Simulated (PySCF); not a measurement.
## Spin states and ions at one geometry of [Bi(SH)4]+

PySCF 2.14.0, RKS B3LYP, Bi def2-SVP with ECP60, S def2-SVP, H def2-SVP; non-relativistic Hamiltonian with scalar-relativistic core potentials where named; density fitting; no spin-orbit coupling; singlets restricted, open shells unrestricted. The geometry is relaxed for charge +1, singlet, vacuum:

```xyz
9

Bi    0.1507    0.3588   -0.0092
S     0.0306   -1.3355    1.8577
H    -0.5056   -0.4430    2.7306
S     0.2906   -0.9645   -2.1537
H    -0.5400   -1.9358   -1.6875
S     2.1511    1.8951    0.0171
H     2.9809    0.9420   -0.4837
S    -1.8722    1.8421    0.2637
H    -1.3604    2.8161   -0.5352
```

Energies count from the relaxed state; an electron taken off or put on is at rest in vacuum. Charges and spins are Mulliken's.

Q: Order these states by energy, lowest first.
A. charge 0, doublet, vacuum
B. charge +2, doublet, vacuum
C. charge +1, singlet, vacuum
D. charge +1, triplet, vacuum

A: A (-7.44 eV), C (0.00 eV), D (1.54 eV), B (13.92 eV).

Q: How do charge and spin on the first atom follow?

A: 
```
                     state  spin squared  charge on Bi1 (e)  spin on Bi1 (e)  dipole about the centre of mass (D)
charge +1, singlet, vacuum          0.00               0.69             0.00                                 0.04
charge +1, triplet, vacuum          2.02               0.68            -0.09                                 0.07
charge +2, doublet, vacuum          0.77               0.70            -0.08                                 0.09
 charge 0, doublet, vacuum          0.76               0.68            -0.01                                 0.03
```

With an electron taken off (doublet) the charges change, summed by element, by Bi +0.01 e, S +0.80 e, H +0.19 e. The vertical ionisation energy is 13.92 eV, against −ε(HOMO) = 12.07 eV of the relaxed state. The level lies 1.9 eV too high, as is usual for semilocal functionals and global hybrids, which keep a self-interaction error.

With an electron put on (doublet) the charges change, summed by element, by Bi -0.01 e, S -0.78 e, H -0.21 e. The vertical electron affinity is 7.44 eV, against −ε(LUMO) = 9.29 eV of the relaxed state.

Open shells may have lower solutions than those found.
